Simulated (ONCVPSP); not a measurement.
**Reading a pseudo-wave (Sr (Z = 38))**

Columns: radius, all-electron u(r) and pseudo u(r) of the 4s shell (level -40.90 eV) of strontium in the configuration [Ar] 3d10 4s2 4p6 5s2; PBE, scalar-relativistic, ONCV scheme, ONCVPSP 4.0.1.

```json
{"r (bohr)": "0.123", "all-electron": "0.3197", "pseudo": "0.1184"}
{"r (bohr)": "0.245", "all-electron": "-0.2176", "pseudo": "0.2366"}
{"r (bohr)": "0.368", "all-electron": "-0.5105", "pseudo": "0.3564"}
{"r (bohr)": "0.490", "all-electron": "-0.3198", "pseudo": "0.4743"}
{"r (bohr)": "0.613", "all-electron": "0.0640", "pseudo": "0.5886"}
{"r (bohr)": "0.735", "all-electron": "0.4336", "pseudo": "0.6922"}
{"r (bohr)": "0.858", "all-electron": "0.7141", "pseudo": "0.7804"}
{"r (bohr)": "0.980", "all-electron": "0.8876", "pseudo": "0.8459"}
{"r (bohr)": "1.103", "all-electron": "0.9712", "pseudo": "0.8854"}
{"r (bohr)": "1.225", "all-electron": "0.9846", "pseudo": "0.8962"}
{"r (bohr)": "1.348", "all-electron": "0.9494", "pseudo": "0.8794"}
{"r (bohr)": "1.470", "all-electron": "0.8843", "pseudo": "0.8383"}
{"r (bohr)": "1.593", "all-electron": "0.8022", "pseudo": "0.7773"}
{"r (bohr)": "1.715", "all-electron": "0.7142", "pseudo": "0.7036"}
{"r (bohr)": "1.838", "all-electron": "0.6258", "pseudo": "0.6226"}
{"r (bohr)": "1.960", "all-electron": "0.5424", "pseudo": "0.5419"}
{"r (bohr)": "2.083", "all-electron": "0.4652", "pseudo": "0.4651"}
{"r (bohr)": "2.205", "all-electron": "0.3964", "pseudo": "0.3964"}
{"r (bohr)": "2.328", "all-electron": "0.3352", "pseudo": "0.3352"}
{"r (bohr)": "2.450", "all-electron": "0.2825", "pseudo": "0.2824"}
{"r (bohr)": "2.573", "all-electron": "0.2366", "pseudo": "0.2366"}
{"r (bohr)": "2.695", "all-electron": "0.1978", "pseudo": "0.1978"}
{"r (bohr)": "2.818", "all-electron": "0.1646", "pseudo": "0.1646"}
{"r (bohr)": "2.940", "all-electron": "0.1369", "pseudo": "0.1369"}
{"r (bohr)": "3.063", "all-electron": "0.1134", "pseudo": "0.1134"}
{"r (bohr)": "3.185", "all-electron": "0.0940", "pseudo": "0.0940"}
```

(1) How many radial nodes do the two functions have?

(2) At about which radius was the pseudo-wave matched?

(3) Where does each function peak?

(4) Is the pseudo-wave norm-conserving?

Answers

(1) The all-electron 4s function has n − l − 1 = 3 (the table is too coarse to show those close to the nucleus); the pseudo-wave has 0, since the states of the same l below it are removed with the core.

(2) 2.15 bohr. The columns agree to 0.0005 from 1.96 bohr on; several derivatives are matched, so the curves merge somewhat inside the radius.

(3) Outermost all-electron maximum near 1.23 bohr, pseudo maximum near 1.23 bohr (to the table’s step).

(4) Yes: the ONCV scheme keeps the norm inside the radius equal to the all-electron one, which fixes the energy derivative of the logarithmic derivative at the level.
